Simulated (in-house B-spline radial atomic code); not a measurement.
Radial electron density of Ir IX (Ir8+), [Xe] 4f14 5d1. Method: scalar-relativistic (X2C) LDA VWN5, spin-polarised, spherical fractional occupations, Fermi nucleus of rms radius 5.4032 fm. Calculated with a B-spline radial code for spherical atoms.

One-electron X2C: radii and densities carry no picture-change correction, so inner-shell <1/r> comes out high (for 1s by about 2 % at Z = 33, 5 % at 54, 10 % at 75, 30 % at 118) and <r> low.

Columns: r (bohr), 4πr²n(r) (electrons per bohr), bar.

```
 0.00032    3.261 #
0.000394    4.349 #
0.000485    5.775 ##
0.000597     7.64 ##
0.000735    10.07 ###
0.000905    13.21 ####
 0.00111    17.15 #####
 0.00137    22.28 #######
 0.00169    28.68 #########
 0.00208    36.43 ###########
 0.00256    45.69 ##############
 0.00315    56.37 #################
 0.00388    68.25 #####################
 0.00478    80.66 #########################
 0.00588    92.44 #############################
 0.00724    102.3 ################################
 0.00891    108.5 ##################################
   0.011    109.9 ##################################
  0.0135    106.4 #################################
  0.0166    99.68 ###############################
  0.0205    94.01 #############################
  0.0252    94.96 #############################
   0.031    105.8 #################################
  0.0382    124.2 #######################################
   0.047      140 ###########################################
  0.0579    141.8 ############################################
  0.0713    127.5 ########################################
  0.0878      112 ###################################
   0.108    113.2 ###################################
   0.133      128 ########################################
   0.164    129.1 ########################################
   0.202    102.5 ################################
   0.248    74.75 #######################
   0.306    72.99 #######################
   0.376    83.31 ##########################
   0.463    75.61 #######################
   0.571    50.98 ################
   0.703    30.63 ##########
   0.865    20.64 ######
    1.06    14.26 ####
    1.31    7.607 ##
    1.61    2.837 #
    1.99   0.6585 
    2.45  0.09745 
    3.01 0.008801 
    3.71 0.0004053 
    4.57 8.139e-06
```

On this grid the curve has 4 maxima, near 0.011, 0.0579, 0.164, 0.376 bohr.

The 5d up radial function P(r) = rR(r), positive near the nucleus:

```json
{"r (bohr)": "0.00588", "P": "0.001095"}
{"r (bohr)": "0.00891", "P": "0.003239"}
{"r (bohr)": "0.0135", "P": "0.009331"}
{"r (bohr)": "0.0205", "P": "0.02578"}
{"r (bohr)": "0.031", "P": "0.06523"}
{"r (bohr)": "0.047", "P": "0.1465"}
{"r (bohr)": "0.0713", "P": "0.2694"}
{"r (bohr)": "0.108", "P": "0.3495"}
{"r (bohr)": "0.164", "P": "0.1916"}
{"r (bohr)": "0.248", "P": "-0.2541"}
{"r (bohr)": "0.376", "P": "-0.5136"}
{"r (bohr)": "0.571", "P": "-0.03552"}
{"r (bohr)": "0.865", "P": "0.7689"}
{"r (bohr)": "1.31", "P": "0.9801"}
{"r (bohr)": "1.99", "P": "0.486"}
{"r (bohr)": "3.01", "P": "0.08145"}
{"r (bohr)": "4.57", "P": "0.00281"}
```
